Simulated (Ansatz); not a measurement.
Species: C₃H₉BO₃ (charge 0, singlet). 
Structure (B3LYP-D3(BJ)/def2-TZVP (Ansatz, a program for electronic structure) minimum search):
SMILES: COB(OC)OC
```xyz
16

B      0.0000     0.0000     0.0000
O      0.7067     1.1057     0.3787
C      0.2005     2.4109     0.1274
O      0.4986    -1.2472     0.2479
C      1.7523    -1.4105     0.8995
O     -1.2053     0.1415    -0.6266
C     -1.9528    -1.0005    -1.0270
H      0.9290     3.1222     0.5137
H      0.0622     2.5790    -0.9424
H     -0.7567     2.5641     0.6295
H      1.7380    -0.9640     1.8956
H      2.5569    -0.9490     0.3238
H      1.9371    -2.4801     0.9856
H     -1.3907    -1.6076    -1.7392
H     -2.2097    -1.6226    -0.1674
H     -2.8661    -0.6421    -1.4994
```

Wanted: atomisation energy (electronic, to ground-state atoms), in kJ/mol. Valence correlation only, unless marked. UHF or UKS for open shells. Spin-orbit coupling is left out. No relativistic terms. The coupled-cluster limit lacks core correlation, which all-electron functionals hold. CBS marks a two-point X^-3 extrapolation of the correlation energy; Hartree-Fock from the larger set. [CCSD(T)-MP2]/basis is that difference in the basis named.

```csv
level,program,atomisation energy (kJ/mol)
HF/6-31G,Ansatz,4485.6
```

What does RI-MP2/CBS(cc-pVTZ,cc-pVQZ)+[CCSD(T)-MP2]/cc-pVDZ (Ansatz) give?

6617.2 kJ/mol, so HF/6-31G differs from it by -2131.6 kJ/mol.
